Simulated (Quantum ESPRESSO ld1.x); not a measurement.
Values are calculated unless marked as measured or tabulated.
Nb XVIII, configuration [Ar] 3d6 (the NIST ground configuration). Level of theory: scalar-relativistic Kohn-Sham, LDA (Slater exchange, Perdew-Wang correlation), spin-polarised, spherical densities, point nucleus, Perdew-Zunger self-interaction correction; open shells are filled with parallel spins first (ld1.x of Quantum ESPRESSO 7.5).

Unscreened Slater integrals over Kohn-Sham orbitals (cm^-1). They are taken over the spin-up orbitals.

\begin{tabular}{lr}
integral & value \\ \hline
F0(3d,3d) & 514640 \\
F2(3d,3d) & 259250 \\
F4(3d,3d) & 166060 \\
F0(3d,3p) & 487900 \\
F2(3d,3p) & 236490 \\
G1(3d,3p) & 267970 \\
G3(3d,3p) & 173720 \\
F0(3d,3s) & 484470 \\
G2(3d,3s) & 203300 \\
F0(3p,3p) & 471940 \\
F2(3p,3p) & 238020 \\
F0(3p,3s) & 468640 \\
G1(3p,3s) & 307840 \\
F0(3s,3s) & 466250 \\
\end{tabular}

Derived for the open shells (J is the average intra-shell exchange parameter used in DFT+U). 3d: Racah B = F2/49 - 5 F4/441 = 3408 cm^-1, C = 35 F4/441 = 13180 cm^-1, C/B = 3.87, F4/F2 = 0.641, J = (F2 + F4)/14 = 30380 cm^-1.
